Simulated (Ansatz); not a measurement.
The molecule RuH+, multiplicity 5 (lowest of 2S+1 = 1, 3, 5, 7 at CCSD(T)/def2-TZVPP on PBE0 minima; our sources give no spin for the ground state, which may be another). No spin–orbit coupling.

Seven points along R, fitted to fifth degree in 1/R; most abundant isotopes. In def2 and cc sets the state is the lowest found near the PBE0 minimum, followed along R.

Programs: Ansatz (a program for electronic structure) with Gaussian orbitals.  In def2 rows elements past Kr take small-core potentials, without spin–orbit coupling.

Energies at wB97X-V/def2-TZVPP:

| R (Å) | E (hartree) |
|---|---|
| 1.483722 | -95.04671273 |
| 1.523607 | -95.05039113 |
| 1.560301 | -95.05263017 |
| 1.601781 | -95.05403084 |
| 1.643262 | -95.05440946 |
| 1.691124 | -95.05378429 |
| 1.746963 | -95.05188351 |

Problem. With a reduced mass of 0.9980 u, find the minimum, the force constant and the constants.

Solution. A fifth-degree polynomial in 1/R puts the minimum at r_e = 1.6396 Å with force constant 221 N/m. Then ω_e = (1/2πc)√(k/μ) = 1940 cm⁻¹ and B_e = h/(8π²cμr_e²) = 6.284 cm⁻¹; the cubic and quartic terms give α_e = 0.16 and ω_e x_e = 31 cm⁻¹.
